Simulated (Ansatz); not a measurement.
Calculated with Ansatz (gas phase, PBE0-D4/def2-TZVP geometries, no zero-point term in ΔE). CCSD(T)/CBS is extrapolated from def2-TZVPP and def2-QZVPP, frozen cores. DFT in def2-TZVPP. One conformer a species, not always the lowest.

Consider the ligand exchange at the Si–S bond: `F[Si](S)(Cl)Cl` + H–F → `F[Si](F)(Cl)Cl` + H₂S.

`F[Si](S)(Cl)Cl`:

Cartesian coordinates in Å:
```
F 0.449 0.606 1.571
Si 0.357 0.236 0.036
S -0.663 -1.574 -0.263
Cl 2.234 -0.008 -0.672
Cl -0.550 1.810 -0.863
H -1.826 -1.070 0.190
```

H–F:

Cartesian coordinates in Å:
```
F 0.023 0.077 -0.453
H -0.023 -0.077 0.453
```

`F[Si](F)(Cl)Cl`:

```xyz
5

F     1.443    0.344    0.646
Si    0.022    0.065    0.040
F    -0.885    1.307    0.359
Cl    0.180   -0.149   -1.950
Cl   -0.760   -1.568    0.905
```

H₂S:

Z-matrix (Å, degrees):
```
S
H 1 1.341
H 1 1.341 2 92.3
```

Problem. Is it downhill or uphill in electronic energy at CCSD(T)/CBS, and by how much? (Best estimate.)

Solution. Ansatz gave: Downhill: ΔE = -20.3 kcal/mol.

Problem. What do these levels give: r2SCAN-D4, B97M-V, r2SCANh-D4, ωB97M-V, BLYP, LC-ωPBE, HF/def2-SVP, SCS-MP2/def2-TZVPP, CCSD/def2-TZVPP, CCSD(T)/def2-TZVPP, SCS-MP2/def2-QZVPP, MP2/CBS(def2)? (Best estimate.)

Solution. Ansatz gave: r2SCAN-D4 -20.9, B97M-V -22.4, r2SCANh-D4 -20.9, ωB97M-V -20.9, BLYP -22.7, LC-ωPBE -20.7, HF/def2-SVP -23.7, SCS-MP2/def2-TZVPP -21.6, CCSD/def2-TZVPP -22.4, CCSD(T)/def2-TZVPP -21.3, SCS-MP2/def2-QZVPP -21.1, MP2/CBS(def2) -18.3 kcal/mol.

Largest T1 diagnostic among the species: 0.010.

From BLYP to BHLYP (50 % exact exchange), in def2-TZVPP and without D4, ΔE moves by −1.6 kcal/mol. At CCSD(T), def2-SVP lies −1.0 kcal/mol from the extrapolated value and def2-TZVPP −1.1 kcal/mol. In def2-TZVPP, CCSD(T) changes the Hartree–Fock value by +5.6 kcal/mol (the triples alone add +1.1 kcal/mol) and MP2 by +7.3 kcal/mol.
